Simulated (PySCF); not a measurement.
One molecule, a ladder of functionals, a line

Molecule: SMILES P(BC#C)[SiH3], C2H6BPSi.

Structure with atom numbers: `[CH:1]#[C:2][BH:3][PH:4][SiH3:5]`. Each H is labelled by its parent atom.

GIAO shieldings (ppm, equivalent atoms averaged) in PySCF 2.14.0 with density-fitted response routines on the PBE0-D3(BJ)/def2-SVP geometry, basis pcSseg-2, gas phase, non-relativistic:

| functional | exact exchange (%) | σ(C2) | σ(B3) | σ(P4) | σ(Si5) |
| --- | --- | --- | --- | --- | --- |
| BLYP | 0 | 72.3 | 19.3 | 407.0 | 392.9 |
| BP86 | 0 | 75.6 | 22.8 | 426.4 | 404.2 |
| PBE | 0 | 74.9 | 21.4 | 429.5 | 406.8 |
| B3LYP | 20 | 81.5 | 21.8 | 431.0 | 405.1 |
| PBE0 | 25 | 86.5 | 24.7 | 458.4 | 421.2 |
| mPW1PW91 | 25 | 86.3 | 25.0 | 455.9 | 418.9 |
| HF | 100 | 115.1 | 40.0 | 512.2 | 454.4 |

Task: Fit each shielding as a line in the percentage of exact exchange.

Result: σ(C2) = 74.7 + 0.41 x (rms 1.4 ppm); σ(B3) = 20.4 + 0.19 x (rms 1.4 ppm); σ(P4) = 423.4 + 0.92 x (rms 9.8 ppm); σ(Si5) = 401.8 + 0.54 x (rms 5.6 ppm). The functionals also differ in their semilocal parts, which the line can't hold; Hartree–Fock has no correlation at all.

Task: What does the line predict for BHandHLYP (50 %), and what does the run give?

Result: σ(C2): 95.2 predicted, 94.1 computed; σ(B3): 29.9 predicted, 26.9 computed; σ(P4): 469.4 predicted, 462.2 computed; σ(Si5): 428.8 predicted, 422.7 computed ppm.
